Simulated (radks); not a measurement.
Spherical jellium clusters: N electrons in a uniform positive sphere of charge N and radius rs N^(1/3), rs = 2.64 bohr. Calculated with a radial shooting solver with Libxc functionals: non-relativistic Kohn-Sham, PBE, spin-polarised, spherical densities. Levels are named by radial order and angular momentum (1s, 1p, 1d, 2s, ...), and open shells are averaged over m.

N = 20, configuration 1s2 1p6 1d10 2s2. This is the lowest configuration that the search found. Occupied and some empty levels:

level,occupation,eigenvalue (eV),<r> (bohr)
1s,2,-8.3682,4.480
1p,6,-6.6131,5.382
1d,10,-4.4646,6.106
2s,2,-3.6100,5.483
1f,0,-2.0775,6.896
2p,0,-1.4103,7.659

Energy (eV): total -28.4438, kinetic 70.373, external -1770.0, Hartree 861.91, exchange-correlation -102.11, background 911.34.
